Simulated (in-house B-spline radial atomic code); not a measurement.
A calculation on Rh4+: its settings, and results tabulated from the run. Level of theory: non-relativistic LC-wPBE, spin-polarised, spherical fractional occupations, exact exchange averaged over the configuration, point nucleus; calculated with a radial B-spline atomic code at the basis-set limit.

Command:
```bash
python run_scf.py task.json out
```
Settings:
```
Z                45
configuration    [Kr] 4d5
hamiltonian      nr
method           lc_wpbe
spin_polarised   True
exact_exchange   averaged over the configuration
```

Output (hartree, bohr):
```
 radial grid: 50 intervals, B-splines of order 8, outer radius 22.1277 bohr

 iter        energy (Eh)    residual
    1       -4672.452601    6.21e-01
    2       -4680.397539    3.68e-01
    3       -4683.656654    9.58e-02
    4       -4683.839605    2.87e-02
    5       -4683.851013    1.23e-02
    6       -4683.853535    1.77e-03
    7       -4683.853560    3.08e-04
    8       -4683.853561    5.35e-05
    9       -4683.853561    2.11e-06
   10       -4683.853561    9.30e-08

 total energy                     -4683.85356
 kinetic                            4681.7850
 electron-nucleus                 -11071.3398
 Hartree                            1839.8204
 exact exchange                       -9.0196
 exchange-correlation               -125.0995

 orbital      occ     eigenvalue          <r>       <r^2>       <1/r>       <r^4>       r_max
 1s up      1.000      -824.3943    0.0338478  0.00153293     44.4843 5.95098e-06      0.0224
 1s down    1.000      -824.3950    0.0338478  0.00153292     44.4844 5.95087e-06      0.0224
 2s up      1.000      -119.1682     0.147248   0.0254793     10.0833  0.00110623      0.1247
 2s down    1.000      -119.1303     0.147231   0.0254738     10.0849  0.00110586      0.1247
 2p up      3.000      -110.6200     0.125968   0.0193196     10.0806 0.000735301     0.09793
 2p down    3.000      -110.5928     0.125947   0.0193131     10.0821 0.000734865     0.09791
 3s up      1.000       -23.0340     0.402821    0.185495     3.55545   0.0527736      0.3628
 3s down    1.000       -23.0183     0.402731    0.185353     3.55491   0.0526128      0.3629
 3p up      3.000       -19.6528     0.395749    0.181816     3.46841   0.0532963      0.3497
 3p down    3.000       -19.6335     0.395616     0.18161     3.46792   0.0530559      0.3498
 3d up      5.000       -13.4318     0.369767    0.163232     3.30665   0.0503243      0.2916
 3d down    5.000       -13.3996     0.369696    0.163057     3.30585   0.0500498      0.2919
 4s up      1.000        -5.0488     0.996886     1.12195     1.36506     1.86536      0.9052
 4s down    1.000        -4.8837       0.9931     1.11479     1.37378     1.85036       0.901
 4p up      3.000        -4.0004      1.06636     1.29437     1.26001     2.56685      0.9498
 4p down    3.000        -3.8067      1.06108     1.28347      1.2699     2.53738      0.9437
 4d up      5.000        -2.2795      1.28686      1.9262     1.01885     6.21447       1.083
```

Run time, properties included: 0.9 s on 1 thread of Arm Neoverse V2, with other jobs on the host.
